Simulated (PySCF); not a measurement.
Species: `O=C[C@@H](F)C[SiH2]F`. The columns A, B, C and D hold Mulliken, IAO, Hirshfeld and ESP-fitted charges (e) of one PBE0/pcSseg-1 density (PySCF), in a shuffled order. Coordinates in Å (GFN2-xTB); the density's dipole moment is (-0.16, -1.38, -0.72) D.

```json
{"atom": "O1", "x": "-0.754", "y": "1.647", "z": "-0.659", "A": "-0.359", "B": "-0.396", "C": "-0.167", "D": "-0.355"}
{"atom": "C2", "x": "-1.489", "y": "0.737", "z": "-0.406", "A": "+0.259", "B": "+0.319", "C": "+0.145", "D": "+0.254"}
{"atom": "C3", "x": "-1.016", "y": "-0.536", "z": "0.239", "A": "+0.134", "B": "+0.400", "C": "+0.056", "D": "+0.131"}
{"atom": "F4", "x": "-1.926", "y": "-1.543", "z": "-0.031", "A": "-0.326", "B": "-0.318", "C": "-0.116", "D": "-0.330"}
{"atom": "C5", "x": "0.384", "y": "-0.899", "z": "-0.214", "A": "-0.583", "B": "-0.390", "C": "-0.170", "D": "-0.558"}
{"atom": "Si6", "x": "1.616", "y": "0.515", "z": "0.149", "A": "+1.090", "B": "+0.649", "C": "+0.414", "D": "+0.946"}
{"atom": "F7", "x": "1.081", "y": "1.233", "z": "1.489", "A": "-0.546", "B": "-0.311", "C": "-0.207", "D": "-0.440"}
{"atom": "H8", "x": "-2.569", "y": "0.767", "z": "-0.628", "A": "+0.125", "B": "+0.038", "C": "+0.054", "D": "+0.111"}
{"atom": "H9", "x": "-1.047", "y": "-0.390", "z": "1.329", "A": "+0.168", "B": "+0.027", "C": "+0.056", "D": "+0.152"}
{"atom": "H10", "x": "0.357", "y": "-1.126", "z": "-1.280", "A": "+0.162", "B": "+0.113", "C": "+0.045", "D": "+0.153"}
{"atom": "H11", "x": "0.686", "y": "-1.813", "z": "0.297", "A": "+0.168", "B": "+0.115", "C": "+0.051", "D": "+0.167"}
{"atom": "H12", "x": "2.867", "y": "-0.100", "z": "0.584", "A": "-0.160", "B": "-0.153", "C": "-0.088", "D": "-0.136"}
{"atom": "H13", "x": "1.806", "y": "1.508", "z": "-0.885", "A": "-0.131", "B": "-0.094", "C": "-0.074", "D": "-0.096"}
```

Which column most likely holds the ESP-fitted charges?

B. Σ q r misses the density's dipole by 0.04 D (B), 0.77 D (C), 1.92 D (A), 2.28 D (D). Charges fitted to the outside potential are the only set here that is tied to the molecule's multipoles.

And the Hirshfeld charges?

C. The mean sizes are 0.126 e (C), 0.256 e (B), 0.295 e (D), 0.324 e (A), and Hirshfeld charges are commonly the smallest of these schemes.

As computed, A = IAO, B = ESP-fitted, C = Hirshfeld, D = Mulliken. Hydrogens on carbon: IAO +0.13 to +0.17, ESP-fitted +0.03 to +0.11, Hirshfeld +0.04 to +0.06, Mulliken +0.11 to +0.17 e.

The Hirshfeld scheme weights the molecular density at each point by an atom's share of the summed free-atom densities. The ESP scheme fits charges at the nuclei, held to the total charge, to the electrostatic potential on points at 1.4 to 2.0 times the van der Waals radii.

The structure is a single GFN2-xTB conformer in the gas phase; no vibrational or solvent corrections.

The run behind these numbers computed NMR shieldings as well. Hardware: one thread of an Arm Neoverse V2, shared host. Cost: 17 s, 0.72 GiB resident at most.

The values belong to the conformer `[O:1]=[CH:2][C@@H:3]([F:4])[CH2:5][SiH2:6][F:7]`: O1–C2–C3–F4 -158°, C2–C3–C5–Si6 57°, C3–C5–Si6–F7 32°.
